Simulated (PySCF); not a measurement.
**Deuteron quadrupole couplings in `C#C[C@@H](C[SiH2]O)CC(C)=O`**

Compound: C7H12O2Si.
Numbering: `[CH:1]#[C:2][C@@H:3]([CH2:4][SiH2:5][OH:6])[CH2:7][C:8]([CH3:9])=[O:10]` (hydrogens: H11 on C1; H12 on C3; H13, H14 on C4; H15, H16 on Si5; H17 on O6; H18, H19 on C7; H20, H21, H22 on C9)

Cartesian coordinates in Å at the GFN2-xTB level; atoms count from 1:
```xyz
22
C7H12O2Si angstrom
C      1.938    2.444   -0.323
C      1.130    1.672    0.110
C      0.119    0.764    0.619
C     -1.191    0.954   -0.156
Si    -2.671   -0.067    0.497
O     -2.483   -1.645    0.224
C      0.636   -0.698    0.607
C      0.696   -1.271   -0.786
C      1.945   -0.969   -1.557
O     -0.209   -1.927   -1.256
H      2.647    3.124   -0.691
H     -0.058    1.029    1.670
H     -1.444    2.014   -0.117
H     -1.019    0.723   -1.210
H     -3.871    0.426   -0.178
H     -2.745    0.093    1.952
H     -1.792   -1.953   -0.385
H     -0.045   -1.301    1.209
H      1.631   -0.715    1.056
H      1.859   -1.334   -2.577
H      2.121    0.106   -1.549
H      2.794   -1.448   -1.072
```

Level: PBE0/pcSseg-1 (PySCF, non-relativistic); Q(2H) = 0.00286 b; rigid geometry, the same for H and D, with no vibrational averaging.

Task: Rank these positions by the coupling χzz of a deuteron there, largest first.
A. H14 (methylene hydrogen)
B. H11 (alkyne hydrogen)
C. H21 (methyl hydrogen)
D. H22 (methyl hydrogen)
E. H12 (methine hydrogen)
F. H16 (Si–H hydrogen)

Result: B (266 kHz), D (210 kHz), A (206 kHz), C (201 kHz), E (194 kHz), F (107 kHz).

Task: What are Vzz, η and χzz (234.96 MHz × Q × Vzz) at all hydrogens?

Result: 
```csv
atom,bonded to,bond length (Å),Vzz (au),η,χzz (kHz)
H11,C1,1.049,0.3962,0.00,266
H12,C3,1.097,0.2880,0.01,194
H13,C4,1.091,0.3100,0.04,208
H14,C4,1.092,0.3061,0.06,206
H15,Si5,1.463,0.1602,0.01,108
H16,Si5,1.465,0.1591,0.01,107
H17,O6,0.972,0.4041,0.07,272
H18,C7,1.091,0.2971,0.02,200
H19,C7,1.091,0.3001,0.03,202
H20,C9,1.087,0.3124,0.01,210
H21,C9,1.089,0.2998,0.04,201
H22,C9,1.088,0.3132,0.04,210
```

Task: Average by the element that carries the hydrogen.

Result: on C: 211 kHz over 9 positions, mean bond length 1.086 Å; on Si: 107 kHz over 2 positions, mean bond length 1.464 Å; on O: 272 kHz over 1 position, mean bond length 0.972 Å.

Task: How does χzz go with the bond length over the 9 C–H bonds?

Result: A straight-line fit has a slope of -14.9 kHz for each 0.01 Å, with a correlation coefficient of -0.99, over lengths from 1.049 to 1.097 Å. The longer bonds have the smaller couplings here.

Task: Give the 2H NMR doublet splittings at H16 for a magnetic field along the z, y and x axes of the gradient: 3χ/2, 3χ(1 + η)/4, 3χ(1 − η)/4.

Result: With |χ| = 106.9 kHz and η = 0.006: 160, 81 and 80 kHz, to first order and without motion.

Geometry: GFN2-xTB, one conformer, isolated molecule. GFN2-xTB bond lengths can be off by several hundredths of an ångström, more for odd bonds, and the gradients follow them. With so small a basis the couplings can be 20 % off.
